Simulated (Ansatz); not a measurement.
A structure relaxed at r2SCAN-D4/def2-SVP in Ansatz, charge 0, singlet:

```xyz
8

Al   -1.0835   -0.8546   -0.2420
P     0.8495    0.6678    0.1889
H     1.9239    0.1780    0.9702
H     0.5958    1.8841    0.8677
H     1.5702    1.1621   -0.9251
F    -1.5246   -1.1636    1.3329
F    -0.2920   -2.0608   -1.0720
F    -2.0393    0.1870   -1.1206
```

Problem. Give its formula, name or SMILES.

Solution. Al(PH3)F3 (AlPH₃F₃).

Problem. Summarise the bond lengths by kind (pairs closer than 1.2 times the sum of covalent radii, bridged metal pairs left out).

Solution. 3 × Al–F 1.66 Å; 1 × Al–P 2.50 Å; 3 × H–P 1.42 Å.
